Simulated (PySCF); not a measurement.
Gas-phase reaction: Sn2O2 + 3 H2O2 ⇌ 2 Sn(OH)2 + 2 HO2

Method: PySCF energies plus ideal-gas RRHO corrections (1 bar). † marks an energy on the PBE0/def2-TZVP geometry and frequencies; other levels use their own. MP2 and CCSD(T) freeze the core. Open shells (unrestricted): HO2 (multiplicity 2); the rest are closed-shell singlets. B3LYP is the form with VWN-RPA correlation. Sn: scalar-relativistic def2 core potential, no spin-orbit coupling. Sn2O2, Sn(OH)2: computed as isolated molecules; such fragments, hydroxides, amides, oligomers or adducts are transient or little studied in the gas. MP2 isn't extrapolated to the basis-set limit. CCSD(T) isn't extrapolated to the basis-set limit. Warning, large T1 diagnostic: Sn2O2 (CCSD(T)/def2-TZVPP†).

| level | ΔH°(298 K), kJ |
|---|---|
| B3LYP/def2-TZVP† | -142 |
| BLYP/def2-TZVP† | -137 |
| CCSD(T)/def2-TZVPP† | -93 |
| M06-2X/def2-TZVP† | … |
| MP2/def2-SVP† | -53 |
| MP2/def2-TZVPP† | -42 |
| PBE/def2-SVP | -112 |
| PBE0/def2-TZVP | … |
| LDA/def2-TZVP† | -75 |
| ωB97M-V/def2-TZVP† | … |
| ωB97X-V/def2-TZVP† | … |

**Question.** Fill in the missing entries.

**Answer.** 
- M06-2X/def2-TZVP†, ΔH°(298 K), kJ: -120
- PBE0/def2-TZVP, ΔH°(298 K), kJ: -134
- ωB97M-V/def2-TZVP†, ΔH°(298 K), kJ: -116
- ωB97X-V/def2-TZVP†, ΔH°(298 K), kJ: -129
